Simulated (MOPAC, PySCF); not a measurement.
C$_{2}$H$_{4}$O$_{2}$S, SMILES `CC(=O)OS` (O–C–O–S torsion -1°, C–O–S–H torsion 1°), neutral singlet in the gas phase. 

Cartesian coordinates (Å):
SMILES: C(=O)(C)OS
```xyz
9

C     -1.3716    -0.0592     0.1237
C      0.1111     0.1836     0.1499
O      0.6646     1.0922     0.7101
O      0.7604    -0.7588    -0.5776
S      2.4518    -0.6512    -0.7397
H     -1.5990    -1.1205     0.0551
H     -1.8185     0.3764     1.0138
H     -1.7882     0.4379    -0.7548
H      2.5857     0.4593     0.0156
```
Charge 0, spin multiplicity 1.

All levels are single points at this geometry (B3LYP-D3(BJ)/def2-TZVP); Pople sets use spherical d functions. Orbital energies aren't observables, and empty levels follow the basis.

```csv
level,HOMO (eV),LUMO (eV),gap (eV),dipole (D),"vertical IE, Delta-SCF (eV)"
B3LYP-D3(BJ)/def2-TZVP in PySCF,-6.87,-1.39,5.48,1.45,9.49
B3LYP/3-21G in PySCF,-6.67,-0.78,5.89,1.26,–
B3LYP/6-311+G** in PySCF,-6.98,-1.55,5.43,1.37,–
B3LYP/LANL2DZ in PySCF,-7.02,-1.25,5.77,1.16,–
PBE/6-31G* in PySCF,-5.59,-1.97,3.63,1.33,9.14
SVWN5/6-31G* in PySCF,-5.70,-2.16,3.54,1.36,9.33
AM1 in MOPAC,-9.06,-0.45,8.61,1.94,–
PM6 in MOPAC,-9.28,-1.29,7.99,1.26,–
PM7 in MOPAC,-8.99,-1.11,7.88,1.25,–
```
